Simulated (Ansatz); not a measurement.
Ideal-gas functions of C₂H₂ClF₂NSi (`FC(F)[SiH]1N=C1Cl`) at 800 K and 1 bar, from an Ansatz frequency run at PBE0-D4/def2-TZVP.

Molar mass 141.58 g/mol, point group C1 (symmetry number 1), electronic degeneracy 1, moments of inertia 135.453, 571.11, 617.768 u Å². Harmonic wavenumbers (cm⁻¹, unscaled): 32, 75, 137, 281, 296, 311, 433, 495, 545, 580, 658, 749, 817, 1087, 1097, 1138, 1332, 1358, 1620, 2281, 3044.

Use S(trans) = R[1.5 ln M + 2.5 ln T − 1.1517]; rotational temperatures θ = 24.2544 K / I; S(rot) = R[ln(√π/σ · √(T³/θAθBθC)) + 1.5]; for each mode x = 1.438777 ν̃/T, S = R[x/(eˣ − 1) − ln(1 − e⁻ˣ)] and H = RT x/(eˣ − 1); 1 cm⁻¹ = 0.0119627 kJ/mol; R = 8.31446 J/(mol·K).

**Question.** By hand: the entropy, in J/(mol·K).

**Answer.** Translation 191.1. Rotation: θ = 0.1791, 0.0425, 0.0393 K, giving 134.3. Vibration, mode by mode: 32.05, 24.98, 19.98, 14.08, 13.65, 13.25, 10.60, 9.55, 8.81, 8.33, 7.38, 6.44, 5.82, 3.95, 3.89, 3.67, 2.79, 2.69, 1.85, 0.71, 0.23, in all 194.7. Electronic 0.0. Sum 520.1 J/(mol·K).

**Question.** By hand: H − E and G − E in kJ/mol, counted from the electronic energy.

**Answer.** Zero-point energy ½ × 18366 × 0.0119627 = 109.9; thermal vibration 70.6; translation, rotation and pV give 4 RT = 26.6. H − E = 207.1 kJ/mol, and G − E = 207.1 − 800 × 520.1/1000 = -209.0 kJ/mol.

Vibration gives 37 % of the entropy, 77.0 J/(mol·K) of it from the modes under 150 cm⁻¹: soft modes count most, and the harmonic formula is weakest for them. The sum counts one conformer and one mirror image; others add a mixing term.
